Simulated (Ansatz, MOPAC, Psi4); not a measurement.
Interaction energy of H4Si ··· H2Se (SMILES [SiH4] and [SeH2]). Monomers: optimised at B3LYP-D3(BJ) (def2-TZVP), held rigid. Orientation: lowest of the rigid-body minima from ten starts at GFN2-xTB. The monomers approach along the line of their centres of mass (distance R); nothing else relaxes.

- PM3, restricted, heats of formation (MOPAC)
- PBE0/def2-TZVP, counterpoise-corrected (Psi4)
- CCSD(T)/aug-cc-pVTZ = Ansatz (an electronic-structure program) with CCSD(T) on RHF/aug-cc-pVTZ, cores with 3d frozen, counterpoise-corrected

Interaction energies in kJ/mol:

```csv
R / Å,PM3,PBE0/def2-TZVP
3.29,-26.52,16.73
3.52,-18.23,6.94
3.75,-10.85,2.50
3.97,-6.02,0.63
4.16,-3.38,-0.07
4.33,-1.88,-0.34
4.72,-0.23,-0.41
4.98,0.15,-0.31
5.52,0.30,-0.11
6.10,0.23,-0.01
7.11,0.12,0.02
8.53,0.05,0.01
```

**Question.** Estimate the CCSD(T)/aug-cc-pVTZ values at these points.

**Answer.** 3.29: 15.10; 3.52: 3.75; 3.75: -1.02; 3.97: -2.59; 4.16: -2.84; 4.33: -2.68; 4.72: -1.92; 4.98: -1.44; 5.52: -0.76; 6.10: -0.39; 7.11: -0.14; 8.53: -0.04 (kJ/mol).
